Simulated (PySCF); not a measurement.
Calculation: ωB97X-D3(BJ)/def2-TZVP // PBE0-D3(BJ)/def2-TZVP run with PySCF. Gas-phase values, no solvent. One relaxed conformer stands for a flexible species; it need not be the lowest. Delta-SCF ions had no search for a lower state. Excitations are Tamm–Dancoff values on a coarser integration grid. The basis has no diffuse functions, so Rydberg states are missing or too high.

Reference species (SMILES): `c1occ2c1C2` (neutral, multiplicity 1).

```yaml
T1 excitation (TDA): 4.36 eV
brightest of the four lowest singlets (TDA): 6.78 eV
vertical ionisation energy (Delta-SCF): 9.05 eV
HOMO–LUMO gap: 11.46 eV
```

After one change: the T1 excitation (TDA) drops by 0.65 eV; the brightest of the four lowest singlets (TDA) falls by 1.12 eV; the vertical ionisation energy (Delta-SCF) goes up by 0.51 eV; the HOMO–LUMO gap falls by 1.10 eV.

**Question.** What was changed between the two runs? The new species is one of these.
(A) `C#C/C=C1\CO1`
(B) `C#CC(=C)C=O`
(C) `C#CC1=C[C@@H]1O`
(D) `O=C=C1C=CC1`

**Answer.** C, `C#CC1=C[C@@H]1O`
